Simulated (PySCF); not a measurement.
Species: C4H9FSi2.
SMILES with atom numbers: `[F:1][CH2:2][C@@H:3]1[CH:4]=[CH:5][SiH2:6][SiH2:7]1`

Geometry (GFN2-xTB, Å), atoms numbered from 1 in this order:
```xyz
16
C4H9FSi2 angstrom
F     -1.7756    0.2980   -1.4045
C     -2.0169    0.0869   -0.0651
C     -0.7107   -0.1509    0.6798
C      0.0685    1.1328    0.7314
C      1.2515    1.3125    0.1555
Si     2.0496   -0.1317   -0.7575
Si     0.3310   -1.5473   -0.1597
H     -2.6754   -0.7852   -0.0027
H     -2.5465    0.9777    0.2947
H     -0.9939   -0.4215    1.7025
H     -0.4250    1.9444    1.2606
H      1.7270    2.2811    0.2227
H      3.3768   -0.4070   -0.1874
H      2.2511    0.1864   -2.1754
H      0.5732   -2.5667    0.8731
H     -0.4923   -2.2005   -1.1792
```

NICS = −σ at a ghost point: NICS(0) at the centroid of the ring atoms, NICS(1) 1 Å to either side along the normal of their mean plane, zz for the tensor component along that normal. Level: GIAO PBE0/pcSseg-1 (PySCF, non-relativistic, gas phase) on the GFN2-xTB geometry, one conformer.

Ring bond lengths (Å), with Mayer bond orders in brackets: C3–C4 1.503 (1.01), C4–C5 1.328 (1.93), C5–Si6 1.886 (0.89), Si6–Si7 2.305 (0.92), Si7–C3 1.934 (0.82).

Problem. Give the NICS values of each ring in ppm.

Solution. 
```
            ring                                                        type  NICS(0)  NICS(1), two faces  NICS(1)zz, two faces  rms pucker (Å)  centre to ring atoms, mean (Å)
C3–C4–C5–Si6–Si7  5-membered ring with 2 Si; formal bonds 1 double, 4 single     -2.5         -3.3 / -3.1           -1.8 / -1.7            0.04                            1.51
```

Problem. What do they say, and how far can they be read as aromaticity?

Solution. 
- C3–C4–C5–Si6–Si7: mean NICS(1)zz -1.8 ppm, near zero. C3, Si6, Si7 have four or more neighbours; no verdict on aromaticity is drawn.

Problem. At the first NICS(1) probe listed for ring C3–C4–C5–Si6–Si7, 1 Å off the ring, how large is the induced field along the normal in 14.1 T applied along it?

Solution. NICSzz × B0 = -1.8 ppm × 14.1 T = -25 μT, against the applied field.

Problem. How shielded are the nuclei of the rings and their hydrogens (means over atoms taken as equivalent)?

Solution. 
| atoms | environment | σ isotropic (ppm) | principal values of the symmetric part, first atom (ppm) |
| --- | --- | --- | --- |
| C3 | sp3 carbon bound to silicon | 145.2 | 137.9, 141.6, 156.0 |
| C4 | alkene CH carbon | 23.6 | -92.5, 29.3, 134.1 |
| C5 | alkene CH carbon | 50.9 | -55.3, 49.2, 158.9 |
| Si6 | SiH2 silicon | 418.7 | 376.3, 412.4, 467.5 |
| Si7 | SiH2 silicon | 424.7 | 388.4, 416.1, 469.6 |
| H10 | methine hydrogen | 29.24 | 25.4, 27.0, 35.3 |
| H11 | vinylic hydrogen | 24.64 | 22.5, 24.9, 26.5 |
| H12 | vinylic hydrogen | 25.23 | 23.8, 25.0, 26.9 |
| H13 | Si–H hydrogen | 27.40 | 24.1, 24.6, 33.5 |
| H14 | Si–H hydrogen | 27.30 | 24.4, 24.5, 33.0 |
| H15 | Si–H hydrogen | 27.80 | 24.2, 25.2, 34.0 |
| H16 | Si–H hydrogen | 27.80 | 23.8, 26.6, 33.0 |
